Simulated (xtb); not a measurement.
Job for xtb: GFN1-xTB on C3H7B (SMILES BCC=C), a point of a torsion scan.

```
$ xtb mol.xyz --gfn 1 --sp --chrg 0 --uhf 0
11

B     -1.48256172     0.96923690     0.60475547
C     -0.66188281     0.10235887    -0.41679041
C      0.49646383    -0.68252957     0.12240221
C      0.39573105    -1.61613851     1.05083955
H     -1.27536284     0.91539099     1.75300142
H     -2.32881342     1.66520540     0.19468728
H     -0.33905196     0.70466163    -1.26930008
H     -1.39396668    -0.60144007    -0.83526923
H      1.47108752    -0.42544284    -0.27326845
H     -0.55793472    -1.89124363     1.47159944
H      1.25372173    -2.14940382     1.42303204
```

The log:

```
[...]
           -------------------------------------------------
          |                Calculation Setup                |
           -------------------------------------------------



           -------------------------------------------------
          |                 G F N 1 - x T B                 |
           -------------------------------------------------

        Reference                      10.1021/acs.jctc.7b00118
      * Hamiltonian:
        H0-scaling (s, p, d)           1.850000    2.250000    2.000000
        zeta-weighting                 0.000000
      * Dispersion:
        s8                             2.400000
        a1                             0.630000
        a2                             5.000000
        s9                             0.000000
      * Repulsion:
        kExp                           1.500000
        rExp                           1.000000
      * Coulomb:
        alpha                          2.000000
        third order                    atomic
        anisotropic                    false
      * Halogen bond correction:
        rad-scale                      1.300000
        damping                        0.440000


          ...................................................
          :                      SETUP                      :
          :.................................................:
          :  # basis functions                  30          :
          :  # atomic orbitals                  30          :
          :  # shells                           22          :
          :  # electrons                        22          :
          :  # halogen bonds                     0          :
          :  max. iterations                   250          :
          :  Hamiltonian                  GFN1-xTB          :
          :  restarted?                      false          :
          :  GBSA solvation                  false          :
          :  PC potential                    false          :
          :  electronic temp.          300.0000000     K    :
          :  accuracy                    1.0000000          :
          :  -> integral cutoff          0.2500000E+02      :
          :  -> integral neglect         0.1000000E-07      :
          :  -> SCF convergence          0.1000000E-05 Eh   :
          :  -> wf. convergence          0.2000000E-04 e    :
          :  Broyden damping             0.4000000          :
          :  net charge                          0          :
          :  unpaired electrons                  0          :
          ...................................................

 iter      E             dE          RMSdq      gap      omega  full diag
   1    -11.6164765 -0.116165E+02  0.840E+00    4.00       0.0  T
   2    -11.6325901 -0.161136E-01  0.505E+00    4.23       1.0  T
   3    -11.6327497 -0.159581E-03  0.905E-01    3.73       1.0  T
   4    -11.6360335 -0.328384E-02  0.299E-01    3.91       1.0  T
   5    -11.6363430 -0.309527E-03  0.494E-02    4.01       1.0  T
   6    -11.6363540 -0.109957E-04  0.143E-02    3.99       2.1  T
   7    -11.6363550 -0.100822E-05  0.149E-03    3.98      20.2  T
   8    -11.6363550 -0.101846E-07  0.180E-04    3.99     167.1  T
   9    -11.6363550 -0.160515E-09  0.766E-05    3.99     393.4  T

   *** convergence criteria satisfied after 9 iterations ***

         #    Occupation            Energy/Eh            Energy/eV
      -------------------------------------------------------------
         1        2.0000           -0.6472297             -17.6120
       ...           ...                  ...                  ...
         5        2.0000           -0.5543332             -15.0842
         6        2.0000           -0.5270797             -14.3426
         7        2.0000           -0.4964301             -13.5085
         8        2.0000           -0.4918938             -13.3851
         9        2.0000           -0.4659172             -12.6783
        10        2.0000           -0.4549703             -12.3804
        11        2.0000           -0.4264504             -11.6043 (HOMO)
        12                         -0.2799903              -7.6189 (LUMO)
        13                         -0.2325971              -6.3293
        14                         -0.1123776              -3.0579
        15                         -0.1017819              -2.7696
        16                         -0.0941743              -2.5626
       ...                                ...                  ...
        30                          0.5986181              16.2892
      -------------------------------------------------------------
                  HL-Gap            0.1464601 Eh            3.9854 eV
             Fermi-level           -0.3532203 Eh           -9.6116 eV

 SCC (total)                   0 d,  0 h,  0 min,  0.009 sec
 SCC setup                      ...        0 min,  0.000 sec (  1.100%)
 Dispersion                     ...        0 min,  0.000 sec (  0.561%)
 classical contributions        ...        0 min,  0.000 sec (  0.235%)
 integral evaluation            ...        0 min,  0.003 sec ( 27.496%)
 iterations                     ...        0 min,  0.002 sec ( 21.888%)
 molecular gradient             ...        0 min,  0.004 sec ( 46.379%)
 printout                       ...        0 min,  0.000 sec (  2.170%)

         :::::::::::::::::::::::::::::::::::::::::::::::::::::
         ::                     SUMMARY                     ::
         :::::::::::::::::::::::::::::::::::::::::::::::::::::
         :: total energy             -11.445086405276 Eh    ::
         :: gradient norm              0.018280705077 Eh/a0 ::
         :: HOMO-LUMO gap              3.985383322632 eV    ::
         ::.................................................::
         :: SCC energy               -11.636355040533 Eh    ::
         :: -> electrostatic           0.002209499066 Eh    ::
         :: repulsion energy           0.194319468078 Eh    ::
         :: dispersion energy         -0.003050832821 Eh    ::
         :: halogen bond corr.         0.000000000000 Eh    ::
         :: add. restraining           0.000000000000 Eh    ::
         :: total charge               0.000000000000 e     ::
         :::::::::::::::::::::::::::::::::::::::::::::::::::::

           -------------------------------------------------
          |                Property Printout                |
           -------------------------------------------------

    * Orbital Energies and Occupations

         #    Occupation            Energy/Eh            Energy/eV
      -------------------------------------------------------------
         1        2.0000           -0.6472297             -17.6120
         2        2.0000           -0.6266333             -17.0516
         3        2.0000           -0.5895441             -16.0423
         4        2.0000           -0.5637995             -15.3418
         5        2.0000           -0.5543332             -15.0842
         6        2.0000           -0.5270797             -14.3426
         7        2.0000           -0.4964301             -13.5085
         8        2.0000           -0.4918938             -13.3851
         9        2.0000           -0.4659172             -12.6783
        10        2.0000           -0.4549703             -12.3804
        11        2.0000           -0.4264504             -11.6043 (HOMO)
        12                         -0.2799903              -7.6189 (LUMO)
        13                         -0.2325971              -6.3293
        14                         -0.1123776              -3.0579
        15                         -0.1017819              -2.7696
        16                         -0.0941743              -2.5626
        17                         -0.0771888              -2.1004
Note: The following floating-point exceptions are signalling: IEEE_DENORMAL
normal termination of xtb
        18                         -0.0597271              -1.6253
        19                         -0.0529609              -1.4411
        20                         -0.0415589              -1.1309
        21                          0.1105344               3.0078
        22                          0.1648091               4.4847
       ...                                ...                  ...
        30                          0.5986181              16.2892
      -------------------------------------------------------------
                  HL-Gap            0.1464601 Eh            3.9854 eV
             Fermi-level           -0.3532203 Eh           -9.6116 eV

  Mulliken/CM5 charges         n(s)   n(p)   n(d)
     1B     0.22231 -0.07605   1.040  1.737  0.000
     2C    -0.13319 -0.17416   1.043  3.090  0.000
     3C    -0.01323 -0.07316   1.065  2.949  0.000
     4C    -0.09532 -0.19824   1.040  3.056  0.000
     5H    -0.07959  0.02963   1.080  0.000  0.000
     6H    -0.08259  0.02551   1.083  0.000  0.000
     7H     0.04278  0.10208   0.957  0.000  0.000
     8H     0.05870  0.11973   0.941  0.000  0.000
     9H     0.02301  0.07926   0.977  0.000  0.000
    10H     0.02674  0.08153   0.973  0.000  0.000
    11H     0.03038  0.08386   0.970  0.000  0.000

Wiberg/Mayer (AO) data.
largest (>0.10) Wiberg bond orders for each atom

 ---------------------------------------------------------------------------
     #   Z sym  total        # sym  WBO       # sym  WBO       # sym  WBO
 ---------------------------------------------------------------------------
     1   5 B    3.102 --     2 C    1.043     5 H    0.974     6 H    0.970
     2   6 C    3.982 --     1 B    1.043     3 C    1.022     7 H    0.954
                             8 H    0.922
     3   6 C    3.995 --     4 C    1.974     2 C    1.022     9 H    0.973
     4   6 C    3.996 --     3 C    1.974    10 H    0.980    11 H    0.979
     5   1 H    1.000 --     1 B    0.974
     6   1 H    0.999 --     1 B    0.970
     7   1 H    1.006 --     2 C    0.954
     8   1 H    1.005 --     2 C    0.922
     9   1 H    1.005 --     3 C    0.973
    10   1 H    1.004 --     4 C    0.980
    11   1 H    1.006 --     4 C    0.979
 ---------------------------------------------------------------------------

Topologies differ in total number of bonds
Writing topology from bond orders to xtbtopo.mol

 dipole moment from electron density (au)
     X       Y       Z
  -0.0079  -0.0401  -0.3219  total (Debye):    0.825


           -------------------------------------------------
          | TOTAL ENERGY              -11.445086405276 Eh   |
          | GRADIENT NORM               0.018280705077 Eh/α |
          | HOMO-LUMO GAP               3.985383322632 eV   |
           -------------------------------------------------

------------------------------------------------------------------------
------------------------------------------------------------------------
 total:
 SCF:
```

The run finished.

Cost: roughly 0.03 core-seconds.
